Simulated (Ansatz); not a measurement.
Pulling on the Cd1–H2 bond in BrCdH (SMILES [Br][CdH]) (multiplicity 1 held, fragments rigid). Energies count from the point at 1.659 Å.
Geometry at that point (charge 0, multiplicity 1):
```xyz
3

Cd     0.000     0.000    -0.998
H      0.000     0.000    -2.656
Br     0.000     0.000     1.444
```

Signs of static correlation in def2-SVP, with CASSCF(2,2), from Ansatz (an electronic-structure program) runs.

```
R (Å)  T1 of restricted CCSD  ⟨S²⟩ of UHF  largest double amplitude of restricted CCSD  weight of the CASSCF reference in MRCISD  CASSCF natural occupations
-----  ---------------------  -----------  -------------------------------------------  ----------------------------------------  --------------------------
1.327                  0.012        0.000                                        0.031                                     0.912                   1.98 0.02
1.493                  0.012        0.000                                        0.038                                     0.912                   1.98 0.02
1.659                  0.013        0.000                                        0.050                                     0.913                   1.97 0.03
1.824                  0.014        0.000                                        0.068                                     0.914                   1.96 0.04
1.990                  0.015        0.000                                        0.091                                     0.914                   1.94 0.06
2.239                  0.018        0.000                                        0.136                                     0.915                   1.91 0.09
2.488                  0.022        0.438                                        0.194                                     0.915                   1.86 0.14
2.903                  0.031        0.792                                        0.318                                     0.915                   1.72 0.28
3.317                    [?]        0.925                                          [?]                                     0.915                   1.54 0.46
3.815                  0.055        0.981                                        0.641                                     0.915                   1.33 0.67
4.478                  0.063        1.001                                        0.809                                     0.915                   1.16 0.84
5.308                  0.064        1.005                                        0.909                                     0.915                   1.06 0.94
```

Problem. What belongs in the gaps?

Solution. 
- 3.317, T1 of restricted CCSD: 0.043
- 3.317, largest double amplitude of restricted CCSD: 0.467

Doubts at one or more of the structures used: a restricted determinant that unrestricted orbitals would lower (R-CCSD(T)/def2-SVP); other coupled-cluster roots lie near (R-CCSD(T)/def2-SVP); T1 above 0.05 (R-CCSD(T)/def2-SVP, U-CCSD(T)/def2-SVP); a spin-contaminated determinant (U-CCSD(T)/def2-SVP).
